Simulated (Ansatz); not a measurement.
```yaml
crystal:
  periodic: [false, false, false]
  atoms:
    - {symbol: Si, position_ang: [-0.775710, 0.851428, -0.793366]}
    - {symbol: Ga, position_ang: [0.952905, 0.049906, 0.681077]}
    - {symbol: S, position_ang: [1.178622, -2.296265, 1.085737]}
    - {symbol: H, position_ang: [-1.483470, -0.370103, -1.100168]}
    - {symbol: H, position_ang: [-0.231424, 1.516421, -1.805525]}
    - {symbol: H, position_ang: [-1.466664, 1.810861, 0.089682]}
    - {symbol: H, position_ang: [2.037213, 0.699076, 1.517785]}
    - {symbol: H, position_ang: [-0.092698, -2.568544, 0.349733]}
basis:
  gaussian: {orbitals: pcseg-2}
hamiltonian: {xc: {name: wB97}}
scf: {lower_state_search: full}
relax: {f_tol: 0.001, max_steps: 2}
output: {forces: true}
```

```sh
$ ansatz run in.yaml --threads 2 --pin off --events-out ev --progress --plain --max-ram 4352MiB
```

(1) How does Ansatz answer? (Best estimate.)

Results:

(1) Computed: The calculation stopped without meeting its thresholds.
```
Functional definition: wB97
1146 factors; their error is unknown
388 factors; integrals over basis functions are off by at most 3.1e-5 eV
mean field evaluation 1: about -71176.7657 eV, gradient 2.4e1 eV
mean field evaluation 2: about -71177.6578 eV, gradient 2.0e1 eV
mean field evaluation 4: about -71178.3653 eV, gradient 9.4e-1 eV
mean field evaluation 8: about -71178.3308 eV, gradient 1.7e-1 eV
mean field evaluation 16: about -71178.3308 eV, gradient 8.3e-5 eV
mean field -71178.33082288 eV, -2615.7554113352 hartree, gradient 8.3e-5 eV, S^2 0.000000; 0 other end points of the search recorded, 0 dependent functions left out
reference -71178.33080810 eV, -2615.7554107921 hartree; 33, 33 occupied and 148, 148 virtual orbitals, 1146 factors
relax step   1: F+E_penalty+E_count = -71178.33082288 eV  Δ(F+E_penalty+E_count) = +0.000e0 eV  max|allowed force component| = 3.844e0 eV/Å  Δτ_max = 0.0000 Å  (31 SCF iters, accepted)
1146 factors; their error is unknown
388 factors; integrals over basis functions are off by at most 2.9e-5 eV
mean field -71179.11089930 eV, -2615.7840786151 hartree, gradient 2.6e-5 eV, S^2 0.000000; 0 other end points of the search recorded, 0 dependent functions left out
reference -71179.11088438 eV, -2615.7840780669 hartree; 33, 33 occupied and 148, 148 virtual orbitals, 1146 factors
relax step   2: F+E_penalty+E_count = -71179.11089930 eV  Δ(F+E_penalty+E_count) = -7.801e-1 eV  max|allowed force component| = 1.047e0 eV/Å  Δτ_max = 0.1978 Å  (34 SCF iters, accepted)
Error: geometry relaxation did not converge after 2 steps: max|allowed force component| = 1.05e0 eV/Å (threshold 1.0e-3). Raise `relax.max_steps` over both its present limit and 2, loosen `relax.f_tol`, or start from a geometry closer to equilibrium. Where this run's directory can be resumed (`checkpoint.write`), a resume goes on for up to `relax.max_steps` more
```
